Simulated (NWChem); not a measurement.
C2H6OSi; SMILES [SiH3]C(C)=O

Results from NWChem. Medium grid unless said otherwise, to which SCAN and Minnesota functionals are sensitive. Coordinates come from a PBE0/def2-SVP optimisation. Total energies of different functionals are on different scales.

```tsv
level	energy (Ha)	highest occupied level (eV)	orbital gap (eV)	dipole (D)
B3LYP/def2-SVP	-444.3318	-6.59	5.31	2.31
PBE/def2-SVP	-443.9662	-5.36	3.18	2.15
PW6B95/def2-SVP	-444.7480	…	…	2.35
LC-wPBE (HJS exchange hole, range parameter 0.4 per bohr)/def2-SVP	-444.0875	-9.53	10.91	2.42
N12/def2-SVP	-444.2314	-5.32	3.34	2.27
LC-BLYP (range parameter 0.33 per bohr)/def2-SVP	-443.7147	-9.00	10.21	2.33
revPBE/def2-SVP	-444.2031	-5.32	3.20	2.14
KT2/def2-SVP	-449.2763	-5.53	3.41	2.17
PBE0/def2-SVP	-444.0060	-6.87	5.78	2.36
B97-D/def2-SVP	-444.2070	-5.39	3.29	2.21
r2SCAN0/def2-SVP	-444.1660	-7.09	6.07	2.47
```

Some entries are withheld; supply them.


- PW6B95/def2-SVP, highest occupied level (eV): -6.99
- PW6B95/def2-SVP, orbital gap (eV): 6.00
